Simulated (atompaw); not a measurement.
# Cd (Z = 48): variants of one PAW (atompaw) potential

Base potential:

| Item | Value |
| --- | --- |
| Element | cadmium |
| Generator | atompaw 4.2.0.5 |
| Type | PAW |
| Functional | PBE |
| Relativity | scalar-relativistic |
| Frozen core | [Kr] 4d10 |
| Valence charge | 2 |
| Reference configuration | 5s1.5 5p0.5 |
| Partial waves | 5s (bound): rc 2.60 bohr; 5s channel at 2.05 Ry: rc 3.00 bohr; 5p (bound): rc 2.45 bohr; 5p channel at 1.55 Ry: rc 3.00 bohr; 5d channel at 0.2 Ry: rc 3.00 bohr; 5d channel at 1 Ry: rc 3.00 bohr |
| Local potential | bessel scheme, radius 2.60 bohr |
| Core correction | smooth core density matched at 1.65 bohr |
| Augmentation charge | besselshape compensation charge, radius 2.40 bohr; PAW radius 3.00 bohr; waves and projectors: custom polynom vanderbiltortho |

Cutoffs, loose and tight: the cutoffs (Ry, on a coarse ladder) from which the occupation-weighted sum of valence levels, in a spherical-Bessel basis at the reference potential, stays within 10 and 1 mRy of its value at 400 Ry. They see the waves, projectors and local potential, not the compensation charge or the core. A dash means not determined.

A true bound ghost makes a file unfit for plane-wave use even where its test errors are small: the radial tests pick states by their node count and pass the ghost by.

```csv
change,outcome,"cutoff, loose","cutoff, tight",bound ghosts
base,generated,6 Ry,8 Ry,d
core correction smooth core density matched at 2.30 bohr,generated,6 Ry,8 Ry,d
removed wave 5d channel at 1 Ry: rc 3.00 bohr,generated,6 Ry,8 Ry,none
wave 5d channel at 0.2 Ry: rc 3.00 bohr becomes 5d channel at 0.2 Ry: rc 2.94 bohr,generated,6 Ry,8 Ry,d
"augmentation besselshape compensation charge, radius 2.40 bohr; PAW radius 3.00 bohr; waves and projectors: custom rrkj vanderbiltortho",generated,6 Ry,6 Ry,d
"augmentation besselshape compensation charge, radius 2.00 bohr; PAW radius 3.00 bohr; waves and projectors: custom polynom vanderbiltortho",generated,6 Ry,8 Ry,d
```

(1) What comes out with this change to the base: local potential bessel scheme, radius 2.06 bohr?

(2) What comes out with this change to the base: core [Ar] 3d10 4s2, valence charge 18; reference 4p6 4d10 5s0 5p0; waves now 5s (bound): rc 1.70 bohr; 5s channel at -0.5 Ry: rc 1.70 bohr; 4p (bound): rc 1.35 bohr; 5p (bound): rc 1.70 bohr; 4d (bound): rc 1.20 bohr; 4d channel at -1.55 Ry: rc 1.70 bohr; 4f channel at 0.3 Ry: rc 1.70 bohr; 4f channel at 2 Ry: rc 1.70 bohr; local potential bessel scheme, radius 1.40 bohr; core correction smooth core density matched at 1.30 bohr; augmentation besselshape compensation charge, radius 1.50 bohr; PAW radius 1.70 bohr; waves and projectors: custom polynom vanderbiltortho?

Answers

(1) outcome: failed: atompaw: The overlap operator has at least one negative eigenvalue!. Cause: the overlap operator built from these waves and projectors is not positive definite.

(2) outcome: generated; cutoff, loose: 90 Ry; cutoff, tight: 120 Ry; bound ghosts: s.
